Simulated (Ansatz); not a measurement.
Mulliken charges of `S[SiH]1C[SiH2]1` from B3LYP/def2-TZVPP in Ansatz (PBE0-D4/def2-TZVP geometry).

```
atom   x (Å)   y (Å)   z (Å)  charge (e)
  S1  -2.557   0.101  -0.323      -0.252
 Si2  -0.629   0.573   0.437       0.252
  C3   0.861   0.176  -0.660      -0.353
 Si4   0.831  -1.102   0.748       0.182
  H5  -2.630   1.154  -1.158       0.106
  H6  -0.555   1.857   1.174      -0.058
  H7   1.679   0.894  -0.659       0.111
  H8   0.656  -0.197  -1.661       0.113
  H9   0.500  -2.493   0.365      -0.047
 H10   1.927  -1.014   1.741      -0.054
```

Problem. By hand: the dipole of these point charges (1 e Å = 4.8032 D).

Solution. Σ q r = (0.220, 0.120, -0.002) e Å, of length 0.251 e Å = 1.21 D.

Problem. How does the dipole of the full density compare? (Estimate.)

Solution. Computed: (0.171, 0.151, -0.123) e Å, 1.24 D; the point charges give 0.98 times that, at 30° from its direction.

Point charges leave out the atoms' own dipoles, such as those of lone pairs, and Mulliken's split depends on the basis, so the two needn't agree.

B3LYP here is the variant with VWN-RPA as its local correlation; programs differ in this.
